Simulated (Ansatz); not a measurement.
CH4AlClO2 (SMILES C[O][Al]([OH])[Cl]), singlet, geometry from GFN2-xTB (such geometries of metal compounds can be far from the true shape); CASSCF(2,3)/6-31G (Ansatz, a first-principles code).

The Ansatz input:
Ansatz 0.2 input:
```yaml
crystal:
  periodic: [false, false, false]
  atoms:
    - {symbol: Al, position_ang: [0.15063211, 0.33283057, 0.16885537]}
    - {symbol: Cl, position_ang: [-0.31337104, -0.81296326, 1.77511551]}
    - {symbol: O, position_ang: [0.81378969, 1.83227039, 0.30980260]}
    - {symbol: H, position_ang: [1.16252520, 2.60087956, 0.73499240]}
    - {symbol: O, position_ang: [-0.18156982, -0.33905955, -1.29943750]}
    - {symbol: C, position_ang: [-0.30493932, -0.54139926, -2.67691105]}
    - {symbol: H, position_ang: [0.27312007, -1.42229062, -2.96742776]}
    - {symbol: H, position_ang: [-1.35620020, -0.70551059, -2.92679150]}
    - {symbol: H, position_ang: [0.06152206, 0.32320855, -3.23431103]}
basis:
  gaussian:
    orbitals: 6-31G
hamiltonian:
  xc: hf
magnetization: {spin_polarized: false}
correlation: {active_space: {window: {electrons: 2, orbitals: 3}}}
```

Question: Write the output that Ansatz gives for this input, abridged.

Answer: 
```
Functional definition: HF
686 factors; integrals over basis functions are off by at most 2.8e-4 eV
mean field evaluation 1: about -24251.4135 eV, gradient 4.5e1 eV
mean field evaluation 2: about -24251.4221 eV, gradient 4.5e1 eV
mean field evaluation 4: about -24255.2318 eV, gradient 2.3e0 eV
mean field evaluation 8: about -24255.2505 eV, gradient 8.8e-5 eV
mean field -24255.25045697 eV, -891.3640134942 hartree, gradient 8.7e-6 eV, S^2 0.000000; 0 other end points of the search recorded, 0 dependent functions left out
reference -24255.25045697 eV, -891.3640134942 hartree; 28, 28 occupied and 33, 33 virtual orbitals, 686 factors
state -24255.78792660 eV, -891.3837651389 hartree
Total energy: -24255.78792660 eV, -891.3837651389 hartree
```
